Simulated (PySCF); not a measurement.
# C6H7O2S: g tensor and hyperfine couplings

C6H7O2S (doublet state).
Cartesian coordinates in Å at the GFN2-xTB level; atoms count from 1:
```xyz
16
C6H7O2S angstrom
C     -1.9280    0.2765    0.4965
C     -1.8900   -0.0341   -0.9723
O     -2.7411    0.2935   -1.7556
C     -0.6919   -0.8045   -1.4517
C      0.3198   -1.1814   -0.7207
O      0.7669   -1.2343    0.4823
C      1.6744   -0.4186    1.0355
C      2.1212    0.7485    0.2223
S      2.2030   -0.7755    2.5487
H     -2.8866    0.7214    0.7502
H     -1.1360    0.9813    0.7453
H     -1.7735   -0.6276    1.0814
H     -0.7320   -1.0507   -2.5028
H      2.9102    1.2815    0.7428
H      1.2898    1.4311    0.0348
H      2.4862    0.4020   -0.7479
```

The hyperfine couplings belong to this conformer and change with its torsions.

As a line formula: `CC(=O)/C=[C]\OC(C)=S` [radical].

Level of theory: UKS B3LYP, pcH-1 on C H O S, non-relativistic, mean-field spin-orbit, GIAO (PySCF 2.14.0). Isolated species at its GFN2-xTB geometry (one conformer only). The geometry wasn't refined by DFT: couplings that depend on bond lengths, twists or pyramidal angles can differ widely from those at the functional's own minimum. No stability test was run, so a lower SCF solution isn't excluded.

| Property | Result |
| --- | --- |
| g1, g2, g3 | 2.00189, 2.00494, 2.01184 |
| g_iso | 2.00623 |
| Form of g | rhombic: the two nearest values differ by 31 % of g3 − g1 |
| ⟨S²⟩ | 0.7660 (exact 0.7500) |
| α and β electrons | 38, 37 |
| HOMO–LUMO gap, α and β orbitals | 4.02, 3.43 eV |
| Basis functions | 305 |

Isotropic coupling and dipolar principal values T1 to T3, in G; ρ(0) is the spin density at the nucleus (MHz turned into gauss with g_iso; 10 G = 1 mT):

| atom | isotope | a_iso | of which spin–orbit | T1 | T2 | T3 | Mulliken spin population | ρ(0) (bohr⁻³) |
| --- | --- | --- | --- | --- | --- | --- | --- | --- |
| C1 | 13C | 2.1 | 0.0 | -0.5 | -0.1 | 0.5 | 0.00 | 0.0053 |
| C2 | 13C | 24.1 | 0.0 | -2.5 | -1.8 | 4.3 | 0.06 | 0.0603 |
| O3 | 17O | -0.4 | 0.0 | -4.5 | 0.8 | 3.7 | 0.01 | 0.0019 |
| C4 | 13C | 5.9 | 0.0 | -6.2 | -0.2 | 6.4 | -0.11 | 0.0148 |
| C5 | 13C | 111.0 | 0.0 | -25.8 | -18.2 | 44.0 | 0.83 | 0.2773 |
| O6 | 17O | -12.5 | 0.0 | -11.3 | 5.3 | 6.0 | 0.04 | 0.0579 |
| C7 | 13C | -1.1 | 0.0 | -2.5 | 0.5 | 2.0 | -0.05 | -0.0027 |
| C8 | 13C | 0.7 | 0.0 | -0.4 | -0.1 | 0.5 | 0.00 | 0.0018 |
| S9 | 33S | 1.5 | 0.2 | -6.3 | -6.1 | 12.4 | 0.19 | 0.0107 |
| H10 | 1H | -0.1 | 0.0 | -0.5 | -0.3 | 0.8 | 0.00 | 0.0000 |
| H11 | 1H | -0.1 | 0.0 | -0.8 | -0.4 | 1.2 | 0.00 | 0.0000 |
| H12 | 1H | -0.2 | 0.0 | -0.9 | -0.5 | 1.4 | 0.00 | -0.0001 |
| H13 | 1H | 26.8 | 0.0 | -2.3 | -1.9 | 4.2 | 0.03 | 0.0169 |
| H14 | 1H | 0.3 | 0.0 | -0.5 | -0.1 | 0.6 | 0.00 | 0.0002 |
| H15 | 1H | -2.2 | 0.0 | -0.8 | -0.7 | 1.5 | 0.00 | -0.0014 |
| H16 | 1H | -2.8 | 0.0 | -1.3 | -1.1 | 2.4 | 0.00 | -0.0018 |

The Mulliken spin populations are largest on C5 (+0.83), S9 (+0.19) and C4 (-0.11). The positive populations add up to 1.17 and the negative ones to -0.17, together 2S = 1.

Axes: g1 points within 7° of the C2–C4 bond and g3 points within 7° of the C5–O6 bond.

Under fast tumbling the dipolar parts average out, and these isotropic splittings remain: 1 × 1H (H13, I = 1/2, 2 lines) with 2.68 mT and 3 × 1H (H14/H15/H16, I = 1/2, 4 lines) with 0.16 mT.

Nuclei that the bonding pattern makes equivalent are averaged, as if the motion that swaps them (rotation, inversion, ring flip) were fast. The three 1H nuclei of mean -4.4 MHz run from -8.0 to 1.0 MHz in the frozen geometry.

The 13C coupling of C5 (311.7 MHz) shows only in satellite lines or after enrichment, since that isotope makes up about 1.07 % of natural carbon.

The 17O coupling of O6 (-35.0 MHz) shows only in satellite lines or after enrichment, since that isotope makes up about 0.038 % of natural oxygen.
